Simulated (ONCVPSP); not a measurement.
## Before and after: ONCV potential for Dy

- Element: dysprosium (Dy)
- Generator: ONCVPSP 4.0.1
- Type: optimised norm-conserving Vanderbilt (ONCV)
- Functional: LDA (Perdew-Wang 92)
- Relativity: scalar-relativistic
- Frozen core: [Kr] 4d10 4f9
- Valence charge: 11
- Reference configuration: 5s2 5p6 5d1 6s0.5 (charge +1.5)
- Partial waves: 5s+6s: rc 1.90 bohr, ncon 4, nbas 8, qcut 7.2 1/bohr, 2 projectors; 5p: rc 2.40 bohr, ncon 4, nbas 9, qcut 7.1 1/bohr, 2 projectors, debl 0.9 Ha; 5d: rc 3.30 bohr, ncon 5, nbas 9, qcut 5.8 1/bohr, 1 projector
- Local potential: polynomial inside 1.65 bohr (lpopt 5, dvloc0 1 Ha)
- Core correction: Teter function, fcfact 3.5, rcfact 1.55

In the p channel the program set the typed energies aside and used -1.427, 0.250 Ha.

Change: all radii but the core radius scaled by about 1.25 (s 2.38, p 3.00, d 4.14 bohr); local potential polynomial inside 2.06 bohr (lpopt 5, dvloc0 1 Ha). In the p channel the program set the typed energies aside and used -1.427, 0.050 Ha.

Cutoffs: the cutoffs (Ha) at which the residual kinetic energy of the hardest occupied pseudo-wave falls to 1 and 0.1 mHa per electron; they do not see the model core or the augmentation charge, which bear on the density cutoff. Errors are all-electron minus pseudo energies relative to the spin-unpolarised reference configuration.

Task: Predict the effect on cutoff, ghosts and configuration errors.

Result: The potential gets softer (17 Ha and 20 Ha → 13 Ha and 16 Ha); of the 4 tests that both files solve, the error grows in 0 and shrinks in 3 by more than 15 % and 0.3 meV (median size 3.0 → 2.6 meV); neither file shows a bound ghost. A larger radius leaves more room for a smooth pseudo-wave, so fewer plane waves are needed. That the errors move this way runs against the usual rule that smaller radii transfer better.

```csv
quantity,base,changed
"cutoff, loose",17 Ha,13 Ha
"cutoff, tight",20 Ha,16 Ha
loose cutoff by channel,"s 17 Ha, p 7.6 Ha, d 8.5 Ha","s 13 Ha, p 7.4 Ha, d 7.4 Ha"
bound ghosts,none,none
GHOST(+) flags under 300 eV,none,none
"error for 5s2 5p6 5d1 6s2, meV [ΔE -12.67 eV]",+11,+7.8
"error for 5s2 5p6 5d1 6s1, meV [ΔE -5.62 eV]",+2.9,+2.3
"error for 5s2 5p6 5d1 6s0, meV [ΔE 7.08 eV]",+1.1,-0.1
"error for 5s2 5p6 5d1.5 6s1.5, meV [ΔE -11.66 eV]",+3.2,+2.9
"rms error of d²Exc/dni dnj with the model core, mHa",0.87,0.91
```
